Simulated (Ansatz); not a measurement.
Reaction (redistribution): `[SiH3]C[AsH2]` + `C[Se][InH2]` → `C[Se][AsH2]` + `[SiH3][CH2][InH2]`

Isolated molecules relaxed with PBE0-D4/def2-TZVP in Ansatz; ΔE leaves out vibrations. CCSD(T)/CBS adds triple-zeta CCSD(T) − MP2 to the extrapolated MP2 energy (def2 sets, frozen cores). DFT in def2-TZVPP. HSE06 is defined as in plane-wave codes. def2 core potentials past Kr. For As, In, Se outer-core shells are correlated without core-valence functions, which leaves a few kJ/mol of doubt a bond. Scalar relativity is left out up to krypton.

Q: Is it downhill or uphill in electronic energy at CCSD(T)/CBS, and by how much? (An estimate is asked.)

A: Ansatz gave: Uphill: ΔE = +0.66 eV.

Q: What do these levels give: LDA (SPW92), B97M-V, r2SCANh-D4, BHLYP-D4, ωB97X-V, ωB97M-V, HSE06, CAM-B3LYP, HF/def2-TZVPP, SCS-MP2/def2-TZVPP, CCSD/def2-TZVPP, HF/def2-QZVPP? (Best estimate.)

A: The calculation gave: LDA (SPW92) 0.67, B97M-V 0.65, r2SCANh-D4 0.65, BHLYP-D4 0.66, ωB97X-V 0.64, ωB97M-V 0.63, HSE06 0.63, CAM-B3LYP 0.63, HF/def2-TZVPP 0.69, SCS-MP2/def2-TZVPP 0.64, CCSD/def2-TZVPP 0.65, HF/def2-QZVPP 0.68 eV.

Largest T1 diagnostic among the species: 0.013.

In def2-TZVPP, CCSD(T) changes the Hartree–Fock value by −0.04 eV (the triples alone add −0.00 eV) and MP2 by −0.04 eV. At CCSD(T), def2-SVP lies +0.04 eV from the extrapolated value and def2-TZVPP −0.01 eV. From BLYP to BHLYP (50 % exact exchange), in def2-TZVPP and without D4, ΔE moves by +0.06 eV.
